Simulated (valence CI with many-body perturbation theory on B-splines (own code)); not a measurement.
**E1 line list for Fe12+**

Level of theory: configuration interaction combined with many-body perturbation theory (CI+MBPT): four valence electrons over a frozen Dirac-Fock core [Ne], a basis of 11 s, 11 p, 9 d, 7 f, 5 g, 2 h, 1 i functions for each j, with the one-electron correlation potential Σ1, the two-electron term Σ2, the three-electron term Σ3, Breit, model QED; selected CI, second order for the rest, scaled by the run's own slope (own B-spline code, finite nucleus).

No measured spectrum was set against this ion. As an estimate, levels of excited configurations hold to 0.05 to 0.15 % of their energy, terms of the ground configuration to about 0.5 %.

Lines 1 to 50 of 225 in falling wavelength, among levels below 101.77 eV, chosen from the strongest by gf and those to the six lowest levels. Wavelengths and rates use the calculated energies, so an error of 200 cm⁻¹ moves a line at 60.14 nm by 0.12 % and its rate by three times that or more. Electric multipoles are in the length gauge, E1 and E2 with the static RPA response of the core. Weak lines are less certain than strong ones. Lines between different terms over intervals too small for the method are left out, as are lines whose strength nearly cancels. The highest levels of a list are the least certain.

Names give the largest LS component (configuration and term), which can be under half, so a name can repeat, a term be missing and a line seem to break the LS rules; names also repeat where a configuration has a term twice. Letters in brackets count levels of one name in rising energy.

| λ vac (nm) | Upper | Lower | A (s⁻¹) | log gf | Branch % |
| --- | --- | --- | --- | --- | --- |
| 60.14 | 3s3p³ ⁵S°_2 | 3s²3p² ¹D_2 | 2.35e+05 | -4.20 | 1.7 |
| 55.08 | 3s3p²3d ³F_4 [a] | 3s²3p3d ³D°_3 | 9.75e+07 | -1.40 | 19.2 |
| 53.60 | 3p⁴ ³P_2 | 3s3p³ ³S°_1 | 5.02e+08 | -0.97 | 5.9 |
| 53.11 | 3p⁴ ¹D_2 | 3s3p³ ¹P°_1 | 3.70e+08 | -1.11 | 6.5 |
| 51.15 | 3s3p³ ³D°_1 | 3s²3p² ¹S_0 | 2.57e+06 | -3.52 | 0.1 |
| 51.05 | 3s3p³ ⁵S°_2 | 3s²3p² ³P_2 | 8.60e+06 | -2.77 | 60.8 |
| 50.17 | 3p⁴ ³P_1 | 3s3p³ ³S°_1 | 5.82e+08 | -1.18 | 6.5 |
| 48.74 | 3s3p³ ⁵S°_2 | 3s²3p² ³P_1 | 5.30e+06 | -3.02 | 37.5 |
| 47.43 | 3s3p²3d ¹G_4 | 3s²3p3d ¹F°_3 | 3.20e+08 | -1.01 | 13.2 |
| 42.01 | 3s3p³ ³P°_1 | 3s²3p² ¹S_0 | 2.26e+07 | -2.75 | 0.5 |
| 41.84 | 3s3p³ ³D°_1 | 3s²3p² ¹D_2 | 2.84e+07 | -2.65 | 1.6 |
| 41.81 | 3s3p³ ³D°_2 | 3s²3p² ¹D_2 | 1.07e+07 | -2.85 | 0.7 |
| 41.66 | 3p⁴ ³P_2 | 3s3p³ ¹D°_2 | 2.40e+08 | -1.51 | 2.8 |
| 41.32 | 3s3p³ ³D°_3 | 3s²3p² ¹D_2 | 9.84e+07 | -1.75 | 7.0 |
| 41.00 | 3s3p²3d ³F_4 [a] | 3s²3p3d ³F°_4 | 3.47e+08 | -1.10 | 68.4 |
| 40.46 | 3s3p²3d ³F_3 [a] | 3s²3p3d ³F°_3 | 4.23e+08 | -1.14 | 55.6 |
| 40.09 | 3s3p²3d ³F_2 [a] | 3s²3p3d ³F°_2 | 5.05e+08 | -1.22 | 66.6 |
| 39.75 | 3s3p²3d ³D_2 [a] | 3s²3p3d ³D°_2 | 4.47e+08 | -1.28 | 1.1 |
| 39.62 | 3s3p²3d ³D_3 [a] | 3s²3p3d ³D°_2 | 1.99e+08 | -1.49 | 0.5 |
| 39.61 | 3s3p²3d ³D_3 [a] | 3s²3p3d ³D°_3 | 6.06e+08 | -1.00 | 1.5 |
| 39.40 | 3s3p²3d ³D_1 [a] | 3s²3p3d ³D°_1 | 4.68e+08 | -1.49 | 1.2 |
| 37.83 | 3p⁴ ¹D_2 | 3s3p³ ¹D°_2 | 4.36e+09 | -0.33 | 76.2 |
| 37.80 | 3p⁴ ¹S_0 | 3s3p³ ¹P°_1 | 6.76e+09 | -0.84 | 71.0 |
| 37.23 | 3s3p³ ³D°_1 | 3s²3p² ³P_2 | 1.30e+07 | -3.09 | 0.7 |
| 37.20 | 3s3p³ ³D°_2 | 3s²3p² ³P_2 | 4.95e+07 | -2.29 | 3.1 |
| 36.82 | 3s3p³ ³D°_3 | 3s²3p² ³P_2 | 1.30e+09 | -0.73 | 93.0 |
| 36.75 | 3p⁴ ³P_2 | 3s3p³ ³P°_2 | 6.57e+08 | -1.18 | 7.7 |
| 36.63 | 3s3p²3d ¹F_3 | 3s²3p3d ¹D°_2 | 8.78e+08 | -0.91 | 3.8 |
| 35.98 | 3s3p³ ³D°_1 | 3s²3p² ³P_1 | 3.46e+08 | -1.70 | 20.0 |
| 35.96 | 3s3p³ ³D°_2 | 3s²3p² ³P_1 | 1.53e+09 | -0.83 | 96.2 |
| 35.51 | 3s3p³ ³P°_1 | 3s²3p² ¹D_2 | 5.49e+07 | -2.51 | 1.3 |
| 35.44 | 3s3p³ ³P°_2 | 3s²3p² ¹D_2 | 6.78e+06 | -3.19 | 0.2 |
| 35.11 | 3p⁴ ³P_1 | 3s3p³ ³P°_2 | 1.19e+09 | -1.18 | 13.4 |
| 35.02 | 3s3p²3d ¹F_3 | 3s²3p3d ³P°_2 | 1.63e+09 | -0.68 | 7.0 |
| 34.83 | 3p⁴ ¹S_0 | 3s3p³ ³S°_1 | 2.31e+09 | -1.38 | 24.2 |
| 34.82 | 3s3p³ ³D°_1 | 3s²3p² ³P_0 | 1.34e+09 | -1.14 | 77.5 |
| 34.68 | 3p⁴ ³P_0 | 3s3p³ ³P°_1 | 1.83e+09 | -1.48 | 20.0 |
| 34.65 | 3s3p²3d ³D_2 [b] | 3s²3p3d ³D°_1 | 5.79e+08 | -1.28 | 1.7 |
| 34.37 | 3s3p²3d ³D_1 [b] | 3s²3p3d ³P°_0 | 8.27e+08 | -1.36 | 2.4 |
| 34.28 | 3s3p²3d ³D_3 [b] | 3s²3p3d ³D°_2 | 5.12e+08 | -1.20 | 1.8 |
| 33.67 | 3s3p²3d ³P_2 [b] | 3s²3p3d ³D°_3 | 9.77e+08 | -1.08 | 2.1 |
| 33.61 | 3s3p²3d ³D_1 [b] | 3s²3p3d ³P°_1 | 9.42e+08 | -1.32 | 2.7 |
| 33.57 | 3s3p²3d ¹P_1 | 3s²3p3d ¹D°_2 | 1.94e+09 | -1.01 | 4.3 |
| 33.31 | 3s3p²3d ³D_2 [b] | 3s²3p3d ³P°_1 | 6.56e+08 | -1.26 | 2.0 |
| 33.11 | 3s3p²3d ³D_3 [b] | 3s²3p3d ¹D°_2 | 1.36e+09 | -0.81 | 4.9 |
| 33.02 | 3s3p²3d ³F_3 [b] | 3s²3p3d ³P°_2 | 3.85e+08 | -1.36 | 0.8 |
| 32.81 | 3s3p²3d ³P_2 [a] | 3s3p³ ³S°_1 | 7.58e+08 | -1.21 | 1.9 |
| 32.77 | 3s3p²3d ³P_0 [b] | 3s²3p3d ³P°_1 | 2.53e+09 | -1.39 | 5.5 |
| 32.76 | 3s3p²3d ³G_4 | 3s²3p3d ³F°_4 | 2.31e+08 | -1.47 | 3.2 |
| 32.52 | 3s3p²3d ³G_5 | 3s²3p3d ³F°_4 | 6.51e+09 | 0.06 | 100.0 |
